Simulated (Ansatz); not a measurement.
Ideal-gas functions of F2H2OSZr, SMILES `[OH][Zr]([F])([F])[SH]` at 298.15 K and 1 bar, from an Ansatz frequency run at PBE0-D4/def2-TZVP.

Molar mass 179.3 g/mol, point group Cs (symmetry number 1), electronic degeneracy 1, moments of inertia 182.524, 298.606, 303.173 u Å². Harmonic wavenumbers (cm⁻¹, unscaled): 71, 129, 134, 165, 169, 182, 210, 309, 378, 498, 666, 669, 749, 2697, 3990.

Use S(trans) = R[1.5 ln M + 2.5 ln T − 1.1517]; rotational temperatures θ = 24.2544 K / I; S(rot) = R[ln(√π/σ · √(T³/θAθBθC)) + 1.5]; for each mode x = 1.438777 ν̃/T, S = R[x/(eˣ − 1) − ln(1 − e⁻ˣ)] and H = RT x/(eˣ − 1); 1 cm⁻¹ = 0.0119627 kJ/mol; R = 8.31446 J/(mol·K).

By hand: the entropy, in J/(mol·K).

Translation 173.6. Rotation: θ = 0.1329, 0.0812, 0.08 K, giving 117.6. Vibration, mode by mode: 17.26, 12.39, 12.08, 10.43, 10.24, 9.66, 8.55, 5.72, 4.38, 2.77, 1.46, 1.44, 1.06, 0.00, 0.00, in all 97.4. Electronic 0.0. Sum 388.6 J/(mol·K).

By hand: H − E and G − E in kJ/mol, counted from the electronic energy.

Zero-point energy ½ × 11016 × 0.0119627 = 65.9; thermal vibration 15.3; translation, rotation and pV give 4 RT = 9.9. H − E = 91.1 kJ/mol, and G − E = 91.1 − 298.15 × 388.6/1000 = -24.8 kJ/mol.

Vibration gives 25 % of the entropy, 41.7 J/(mol·K) of it from the modes under 150 cm⁻¹: soft modes count most, and the harmonic formula is weakest for them. The sum counts one conformer and one mirror image; others add a mixing term.
